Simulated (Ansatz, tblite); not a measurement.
Forces on the cluster MgAg6⁺ at its PBE-D4/def2-SVP geometry. Total charge 1; doublet.

In the def2 sets Ag takes a core potential; there is no spin–orbit coupling. The xTB rows come from tblite. No other spin state of charge 1 was run. The structure comes from a short search, and lower isomers may exist.

GFN1-xTB (tblite), largest force 0.86 eV/Å:

```xyz
7
positions Å, forces eV/Å
Mg   -2.327    0.033   -0.009   -0.858    0.012   -0.002
Ag   -0.797   -2.251   -0.301    0.375   -0.109   -0.013
Ag    0.016    0.196   -1.491    0.191    0.000   -0.018
Ag    0.000   -0.196    1.490    0.180   -0.006    0.027
Ag   -0.736    2.272    0.295    0.377    0.099    0.015
Ag    1.903   -1.427   -0.176   -0.137   -0.229   -0.035
Ag    1.941    1.373    0.193   -0.128    0.234    0.026
```

GFN2-xTB (tblite), largest force 0.51 eV/Å:

```
Mg -0.398 0.005 0.000
Ag -0.026 -0.408 -0.054
Ag 0.026 0.044 -0.341
Ag 0.014 -0.046 0.345
Ag -0.016 0.410 0.054
Ag 0.193 -0.471 -0.063
Ag 0.207 0.466 0.060
```

PBE-D4/def2-TZVP (Ansatz), largest force 0.13 eV/Å:

```
Mg 0.134 -0.002 0.001
Ag -0.007 0.103 0.013
Ag -0.016 -0.013 0.097
Ag -0.022 0.012 -0.092
Ag -0.010 -0.102 -0.014
Ag -0.040 0.030 0.001
Ag -0.039 -0.029 -0.007
```
